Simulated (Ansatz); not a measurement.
Mulliken charges of CH6GeOS, SMILES `C[O][GeH2][SH]` from r2SCAN/def2-TZVPP in Ansatz (PBE0-D4/def2-TZVP geometry).

```
atom   x (Å)   y (Å)   z (Å)  charge (e)
  C1  -0.445  -1.297  -0.809       0.011
  O2  -0.075   0.043  -1.042      -0.416
 Ge3   0.796   0.923   0.227       0.439
  S4  -0.398   1.012   2.095      -0.325
  H5   0.429  -1.942  -0.651       0.052
  H6  -0.979  -1.656  -1.691       0.060
  H7  -1.107  -1.393   0.060       0.064
  H8   2.078   0.164   0.611      -0.010
  H9   1.023   2.311  -0.375       0.009
 H10  -1.323   1.835   1.575       0.115
```

Problem. By hand: the dipole of these point charges (1 e Å = 4.8032 D).

Solution. Σ q r = (0.234, -0.015, -0.116) e Å, of length 0.262 e Å = 1.26 D.

Problem. How does the dipole of the full density compare? (Estimate.)

Solution. Computed: (0.040, -0.022, -0.049) e Å, 0.32 D; the point charges give 3.94 times that, at 29° from its direction.

Point charges leave out the atoms' own dipoles, such as those of lone pairs, and Mulliken's split depends on the basis, so the two needn't agree.
